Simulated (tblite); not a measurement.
Species: C5H7FSi.
SMILES with atom numbers: `[F:1][CH2:2][C:3]1=[CH:4][CH:5]=[CH:6][SiH2:7]1` (hydrogens: H8, H9 on C2; H10 on C4; H11 on C5; H12 on C6; H13, H14 on Si7)

Computed with GFN2-xTB (tblite), gas phase: L-BFGS steps from a force-field or distance-geometry start until the largest atomic force falls under 0.01 eV/Å.

At the end of the run (lengths in Å): C3–Si7 1.898, C4–C5 1.455, C4–H10 1.082, C3=C4 1.340, C5–H11 1.081, C6–Si7 1.887, C5=C6 1.339, C2–C3–C4 124.7°, C3–Si7–C6 88.4°, F1–C2–C3 110.8°, C5–C6–Si7 109.7°, F1–C2–C3–C4 -169°, C2–C3–C4–C5 -179°, C3–C4–C5–C6 0°, H8–C2–C3–C4 73°.

**Question.** These geometries were met on the way; a selection of coordinates is given. Order them by energy above the end point, lowest first.
A. C3–Si7 1.862, C4–C5 1.458, C4–H10 1.051, C3=C4 1.377, C5–H11 1.055, C6–Si7 1.861, C5=C6 1.361, C2–C3–C4 126.1°, C3–Si7–C6 91.6°, F1–C2–C3 107.9°, C5–C6–Si7 108.2°, F1–C2–C3–C4 -119°, C2–C3–C4–C5 -179°, C3–C4–C5–C6 -1°, H8–C2–C3–C4 126°
B. C3–Si7 1.873, C4–C5 1.464, C4–H10 1.073, C3=C4 1.336, C5–H11 1.072, C6–Si7 1.865, C5=C6 1.337, C2–C3–C4 126.9°, C3–Si7–C6 90.1°, F1–C2–C3 108.1°, C5–C6–Si7 108.8°, F1–C2–C3–C4 -119°, C2–C3–C4–C5 -179°, C3–C4–C5–C6 -1°, H8–C2–C3–C4 126°
C. C3–Si7 1.843, C4–C5 1.400, C4–H10 1.135, C3=C4 1.288, C5–H11 1.122, C6–Si7 1.849, C5=C6 1.305, C2–C3–C4 128.7°, C3–Si7–C6 90.1°, F1–C2–C3 108.4°, C5–C6–Si7 106.9°, F1–C2–C3–C4 -119°, C2–C3–C4–C5 180°, C3–C4–C5–C6 -2°, H8–C2–C3–C4 126°
D. C3–Si7 1.890, C4–C5 1.458, C4–H10 1.086, C3=C4 1.331, C5–H11 1.087, C6–Si7 1.878, C5=C6 1.336, C2–C3–C4 126.6°, C3–Si7–C6 88.3°, F1–C2–C3 109.5°, C5–C6–Si7 109.7°, F1–C2–C3–C4 -118°, C2–C3–C4–C5 -179°, C3–C4–C5–C6 0°, H8–C2–C3–C4 126°
E. C3–Si7 1.896, C4–C5 1.457, C4–H10 1.081, C3=C4 1.340, C5–H11 1.082, C6–Si7 1.884, C5=C6 1.338, C2–C3–C4 126.2°, C3–Si7–C6 88.5°, F1–C2–C3 110.5°, C5–C6–Si7 109.8°, F1–C2–C3–C4 -117°, C2–C3–C4–C5 180°, C3–C4–C5–C6 -1°, H8–C2–C3–C4 126°

**Answer.** E (0.037 eV), D (0.062 eV), B (0.127 eV), A (0.243 eV), C (0.497 eV).

```
step  E above end (eV)  rms distance from the end, all atoms (Å)  largest force (eV/Å)  rms shift of all bonds from the end (Å)
  10             0.037                                     0.426                 0.103                                    0.003
   4             0.062                                     0.432                 0.418                                    0.005
   2             0.127                                     0.437                 0.530                                    0.013
   1             0.243                                     0.439                 2.829                                    0.024
   0             0.497                                     0.441                 4.764                                    0.036
```

Rows stand in the order of the answer.
